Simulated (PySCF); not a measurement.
# Stretching RbSi⁺

Set-up: basis Rb def2-SVPD with ECP28, Si def2-SVPD; scalar-relativistic core potentials; PySCF 2.14. Energies in eV from Rb⁺ + Si in their ground configurations at the same level. State: ³Π (triplet), unpaired electrons σ ↑, π ↑.

All columns are PW91. A positive dipole points towards Si; it is taken about the centre of mass and depends on that origin.

```csv
R (Å),E (eV),μ (D),Mulliken charge on Rb (basis-dependent),HOMO (eV),LUMO (eV),Mayer bond order,⟨S²⟩
3.328,-0.223,-1.69,0.92,-8.85,-8.61,0.19,2.00
3.483,-0.287,-1.84,0.91,-8.72,-8.48,0.19,2.00
3.638,-0.320,-2.01,0.91,-8.59,-8.35,0.18,2.00
3.754,-0.331,-2.15,0.91,-8.49,-8.25,0.19,2.00
3.870,-0.333,-2.30,0.91,-8.40,-8.16,0.19,2.00
3.986,-0.329,-2.45,0.90,-8.31,-8.07,0.19,2.00
4.141,-0.317,-2.67,0.90,-8.20,-7.95,0.19,2.00
4.334,-0.296,-2.95,0.90,-8.06,-7.82,0.19,2.00
4.567,-0.267,-3.31,0.90,-7.90,-7.66,0.18,2.00
4.876,-0.227,-3.81,0.91,-7.70,-7.45,0.17,2.00
```

A fit through these points gives, at Re = 3.845 Å, μ = -2.26 D and dμ/dR = -1.28 D/Å; the reduced mass is 21.04 u.

How strong is the fundamental in the double-harmonic approximation, I = 42.26·(dμ/dR)²/μred km/mol?

I = 42.26·(-1.28)²/21.04 = 3.29 km/mol at PW91.

The bond is weak. Basis-set superposition, not corrected here, can be much of De in a small basis, most of all at correlated wavefunction levels. Spin–orbit coupling is left out. For an ion De counts to the pair picked by the measured ionisation energies or electron affinities, which need not be the lowest pair at this level. The state is the lowest determinant that a PBE0 search found; another state may lie lower at other levels.
